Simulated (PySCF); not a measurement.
Species: CH₂Se.
Numbering: `[CH2:1]=[Se:2]` (hydrogens: H3, H4 on C1)

Theory: PySCF, PBE0-D3(BJ)/def2-SVP geometry optimisation, gas phase.

(1) List the bond lengths and angles at this level.

## Answers

(1) 
```
        bond  length (bohr)   order
      C1=Se2          3.292  double
C1–H3, C1–H4          2.076  single
```

Bonds in one row agree within 0.02 bohr and their mean is given. Orders are formal, as drawn. A selection of angles:
```
    angle  degrees
Se2–C1–H3    122.1
 H3–C1–H4    115.9
```

Point group: C2v (tolerance 0.08 Å). Whether it is a minimum is left open (no frequencies).

---

Germyl fluoride, FGeH3.
SMILES with atom numbers: `[F:1][GeH3:2]` (hydrogens: H3, H4, H5 on Ge2)

Method used: PySCF, PBE0-D3(BJ)/def2-SVP geometry optimisation, gas phase.

Problem. List the bond lengths and angles at this level.

Solution. 
```
                  bond  length (pm)
                F1–Ge2        174.4
Ge2–H3, Ge2–H4, Ge2–H5        153.6
```

Bonds in one row agree within 1 pm and their mean is given. A selection of angles:
```
    angle  degrees
F1–Ge2–H3    106.6
H3–Ge2–H4    112.2
```

Ge2 (germanium bonded to F and 3 H) is tetrahedral (angles from 106.6° to 112.2°).

Point group: C3v (tolerance 0.08 Å). Whether it is a minimum is left open (no frequencies).

---

SbSbSbSb tetrahedron, Sb4.
Bonds: Sb1–Sb2, Sb1–Sb3, Sb1–Sb4, Sb2–Sb3, Sb2–Sb4, Sb3–Sb4.

Method used: PBE0-D3(BJ)/def2-SVP geometry optimisation, gas phase, def2 core potentials past Kr (PySCF 2.14.0).

Task: List the bond lengths and angles at this level.

Result: 
| bond | length (bohr) |
| --- | --- |
| Sb1–Sb2 and 5 like bonds | 5.347 |

Bonds in one row agree within 0.02 bohr and their mean is given. A selection of angles:
| angle | degrees |
| --- | --- |
| Sb2–Sb1–Sb3 | 60.0 |

All 6 Sb–Sb bonds measure 2.828 to 2.832 Å. Sb1 (antimony bonded to 3 Sb) is pyramidal (angles 60.0°, 60.0° and 60.0°, sum 179.9°, 2.31 Å off the plane of its three neighbours).

Point group: Td (tolerance 0.08 Å). No frequency check. One conformer, not necessarily the lowest.

---

Species: Si(CN)H3, CH3NSi.
Bonds: Si1–C2, C2–N3. Hydrogens: H4, H5, H6 on Si1.

Theory: PySCF 2.14.0, PBE0-D3(BJ)/def2-SVP geometry optimisation, gas phase.

**Question.** List the bond lengths and angles at this level.

**Answer.** 
```tsv
bond	length (Å)
Si1–C2	1.858
Si1–H4, Si1–H5, Si1–H6	1.487
C2–N3	1.159
```

Bonds in one row agree within 0.01 Å and their mean is given. A selection of angles:
```tsv
angle	degrees
C2–Si1–H4	107.7
H4–Si1–H5	111.2
Si1–C2–N3	179.8
```

Si1 (silicon bonded to C and 3 H) is tetrahedral (angles from 107.7° to 111.2°).

Point group: C3v (tolerance 0.08 Å). PBE0-D3(BJ)/def2-SVP frequencies: not computed here.

Hardware: Arm Neoverse V1, one thread, shared host. Cost: 3.9 s wall. That covers the optimisation of the geometry.
